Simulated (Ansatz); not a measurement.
A structure relaxed at PBE-D4/def2-SVP in Ansatz, charge 0, singlet:

```xyz
66

C   -12.839    4.266   -8.072
O   -11.889    3.291   -8.460
C   -10.824    3.066   -7.647
C   -10.590    3.733   -6.426
C    -9.453    3.419   -5.669
C    -8.523    2.443   -6.087
C    -7.330    2.118   -5.274
C    -6.786    0.810   -5.259
C    -5.666    0.495   -4.491
C    -5.030    1.484   -3.694
C    -3.891    1.168   -2.907
C    -2.904    0.890   -2.220
C    -1.772    0.567   -1.428
C    -1.083    1.572   -0.695
C     0.025    1.253    0.086
C     0.496   -0.085    0.171
C     1.622   -0.412    0.971
C     2.598   -0.699    1.670
C     3.717   -1.031    2.476
C     4.457   -0.021    3.150
C     5.553   -0.348    3.944
C     5.960   -1.701    4.103
C     7.074   -2.035    4.916
C     8.040   -2.327    5.626
C     9.150   -2.664    6.445
C     9.517   -4.021    6.655
C    10.603   -4.358    7.459
C    11.377   -3.350    8.092
C    12.527   -3.630    8.947
F    13.160   -2.549    9.462
C    13.056   -4.829    9.304
F    14.109   -4.953   10.091
F    12.587   -6.005    8.911
C    11.014   -1.996    7.882
C     9.927   -1.659    7.079
C     5.222   -2.711    3.427
C     4.128   -2.383    2.632
C    -0.191   -1.090   -0.564
C    -1.298   -0.771   -1.346
C    -5.569    2.798   -3.708
C    -6.690    3.100   -4.480
C    -8.780    1.785   -7.316
C    -9.903    2.088   -8.084
H   -13.606    4.290   -8.868
H   -12.382    5.277   -7.980
H   -13.329    4.008   -7.106
H   -11.292    4.489   -6.050
H    -9.305    3.930   -4.706
H    -7.275    0.015   -5.843
H    -5.268   -0.530   -4.486
H    -1.439    2.610   -0.751
H     0.549    2.039    0.649
H     4.150    1.029    3.037
H     6.116    0.442    4.461
H     8.928   -4.814    6.172
H    10.854   -5.417    7.598
H    11.603   -1.204    8.364
H     9.660   -0.603    6.928
H     5.528   -3.761    3.542
H     3.564   -3.173    2.115
H     0.165   -2.129   -0.507
H    -1.821   -1.557   -1.909
H    -5.083    3.580   -3.107
H    -7.068    4.134   -4.493
H    -8.065    1.039   -7.692
H   -10.092    1.586   -9.043
```

**Question.** Give its formula, name or SMILES.

**Answer.** `COc1ccc(-c2ccc(C#Cc3ccc(C#Cc4ccc(C#Cc5ccc(C(F)=C(F)F)cc5)cc4)cc3)cc2)cc1`.

**Question.** Summarise the bond lengths by kind (pairs closer than 1.2 times the sum of covalent radii, bridged metal pairs left out).

**Answer.** 42 × C–C 1.23 to 1.48 Å; 3 × C–F 1.32 to 1.35 Å; 2 × C–O 1.36 to 1.42 Å; 23 × C–H 1.10 to 1.11 Å.

Single mean-field runs in def2-SVP are fitted with def2-universal-jkfit.
